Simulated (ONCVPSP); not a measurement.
# Building the ONCV potential for rhodium (Rh) (LDA (Perdew-Wang 92), scalar-relativistic).

```json
{
  "Element": "Rh",
  "Generator": "ONCVPSP 4.0.1",
  "Type": "optimised norm-conserving Vanderbilt (ONCV)",
  "Functional": "LDA (Perdew-Wang 92)",
  "Relativity": "scalar-relativistic",
  "Frozen core": "[Ar] 3d10",
  "Valence charge": "17",
  "Reference configuration": "4s2 4p6 4d7 5s2",
  "Partial waves": "4s+5s: rc 1.40 bohr, ncon 3, nbas 6, qcut 11.4 1/bohr, 2 projectors; 4p: rc 1.25 bohr, ncon 5, nbas 8, qcut 7.4 1/bohr, 2 projectors, debl 2.5 Ha; 4d: rc 1.40 bohr, ncon 5, nbas 9, qcut 6.3 1/bohr, 3 projectors, debl 2.3 Ha; f scattering state at 0.24 Ha: rc 1.30 bohr, ncon 4, nbas 7, qcut 8.5 1/bohr, 1 projector",
  "Local potential": "polynomial inside 0.95 bohr (lpopt 4, dvloc0 3 Ha)",
  "Core correction": "Teter function, fcfact 2.75, rcfact 1.5"
}
```

All-electron outer shells of the reference configuration (LDA (PZ), scalar-relativistic, ld1.x):

```csv
shell,level (eV),outermost node (bohr),outermost maximum (bohr)
3d,-304.85,–,0.29
4s,-86.09,0.47,0.88
4p,-53.92,0.47,0.94
4d,-8.83,0.46,1.14
5s,-5.58,1.18,2.54
```

Question: Does the generator finish with these settings?

Answer: Yes, a potential is produced and its reference levels are reproduced.

Question: Estimate the cutoffs (Ha) at which the residual kinetic energy of the hardest occupied pseudo-wave falls to 1 and 0.1 mHa per electron.

Answer: 95 Ha and 139 Ha.

Question: What does a ghost test show?

Answer: Ghosts flagged at negative energy: d at -7653.6 eV; GHOST(+) flagged for s at 552.5 eV. A true bound ghost makes a file unfit for plane-wave use.

Question: Tests: 4s2 4p6 4d8 5s1; 4s2 4p6 4d8 5s0; 4s2 4p6 4d7 5s0; 4s2 4p6 4d7 5s1 5p1. Which has the largest error in its energy relative to the reference configuration, and how large is it?

Answer: 4s2 4p6 4d7 5s0, with -4.0 meV (all-electron minus pseudo) on +25.16 eV.
